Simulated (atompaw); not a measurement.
## cerium (Ce): one change to a PAW (atompaw) potential, before and after

* Element: Ce (Z = 58)
* Generator: atompaw 4.2.0.5
* Type: PAW
* Functional: PBEsol
* Relativity: scalar-relativistic
* Frozen core: [Kr] 4d10 5s2
* Valence charge: 10
* Reference configuration: 4f1 5p6 5d1 6s2 6p0
* Partial waves: 6s (bound); 6s channel at 2.2 Ry; 5p (bound); 6p (bound, empty); 5d (bound); 5d channel at 2 Ry; 4f (bound); 4f channel at 0.05 Ry
* Local potential: troulliermartins scheme with l = 4 at 1 Ry, radius 2.50 bohr
* Core correction: smooth core density matched at 1.65 bohr
* Augmentation charge: besselshape compensation charge, radius 2.95 bohr; PAW radius 3.00 bohr; waves and projectors: bloechl

Change: local potential bessel scheme, radius 2.50 bohr.

Cutoffs: the cutoffs (Ry, on a coarse ladder) from which the occupation-weighted sum of valence levels, in a spherical-Bessel basis at the reference potential, stays within 10 and 1 mRy of its value at 400 Ry; they do not see the model core or the augmentation charge, which bear on the density cutoff.

What does the change do?

The potential gets softer (30 Ry and 40 Ry → 21 Ry and 30 Ry); both files keep a bound ghost (s); the range in which the p phases agree widens (upper end 3.6 → at the end of the scan).

```csv
quantity,base,changed
"cutoff, loose",30 Ry,21 Ry
"cutoff, tight",40 Ry,30 Ry
loose cutoff by channel (10 mRy a level),"s 6 Ry, p 15 Ry, d 18 Ry, f 25 Ry","s 6 Ry, p 12 Ry, d 10 Ry, f 21 Ry"
bound ghosts,s,s
s: phases at 3.01 bohr within 0.05 rad from the reference energy up to (Ry; the scan ends near 5),to the end of the scan,to the end of the scan
p: phases at 3.01 bohr within 0.05 rad from the reference energy up to (Ry; the scan ends near 5),3.6,to the end of the scan
d: phases at 3.01 bohr within 0.05 rad from the reference energy up to (Ry; the scan ends near 5),to the end of the scan,to the end of the scan
f: phases at 3.01 bohr within 0.05 rad from the reference energy up to (Ry; the scan ends near 5),1.2,1.2
lowest overlap eigenvalue by channel,"s 0.17, p 0.56, d 0.73, f 1.00","s 0.12, p 0.59, d 0.82, f 1.00"
```

 A true bound ghost makes a file unfit for plane-wave use even where its test errors are small: the radial tests pick states by their node count and pass the ghost by. The cutoffs see the waves, projectors and local potential, not the compensation charge or the core.
